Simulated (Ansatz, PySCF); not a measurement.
Dimer: N2 (SMILES N#N) (first 2 atoms) with GeH4 (SMILES [GeH4]); geometry from B3LYP-D3(BJ)/def2-TZVP, rigid monomers moved along the line of their centres of mass till N1···Ge3 is 3.25 Å.
(charge 0, multiplicity 1):
```tsv
atom	x (Å)	y (Å)	z (Å)
N	-0.4404	0.5123	0.1420
N	-0.1151	1.1897	-0.6487
Ge	0.0755	-0.2352	3.2576
H	1.2998	0.3729	2.5576
H	0.4090	-0.4882	4.7362
H	-0.2955	-1.5623	2.5814
H	-1.1058	0.7408	3.1603
```

Interaction energies are E(AB) − E(A) − E(B) at the monomers' geometry in the complex; basis-set methods are counterpoise corrected. Rows marked so take none.

Frozen-core correlation. Filled d and f shells under p-block atoms count as core. CBS(a, b) extrapolates the correlation energy as X⁻³ and adds the Hartree–Fock energy of set b. Rows in 3-21G, 6-31G* carry no dispersion term and start afresh at each structure (6-31G* with six Cartesian d functions); the Pople sets are all-electron and without relativity. MP2/6-31G* freezes PySCF's default core, which leaves 3d correlated.

Programs: Ansatz (Gaussian basis) for Hartree–Fock, density functionals and correlated methods; PySCF for 3-21G rows, 6-31G* rows, the dispersion terms. 

| level | interaction energy (kJ/mol) |
|---|---|
| HF/3-21G (no counterpoise) | -5.2 |
| HF/6-31G* (no counterpoise) | 4.2 |
| HF/aug-cc-pVDZ | 6.7 |
| PBE-D4/def2-TZVPPD | -0.6 |
| B3LYP/def2-TZVPPD | 4.9 |
| PBE0/def2-TZVPPD | ___ |
| wB97M-V/def2-TZVPPD | -0.8 |
| MP2/6-31G* (no counterpoise) | ___ |
| CCSD(T)/CBS(aug-cc-pVDZ, aug-cc-pVTZ) | -0.7 |

Q: Some entries are withheld; supply them.

A: 
- PBE0/def2-TZVPPD, interaction energy (kJ/mol): 2.2
- MP2/6-31G* (no counterpoise), interaction energy (kJ/mol): -2.1

Ansatz is a program for electronic structure.
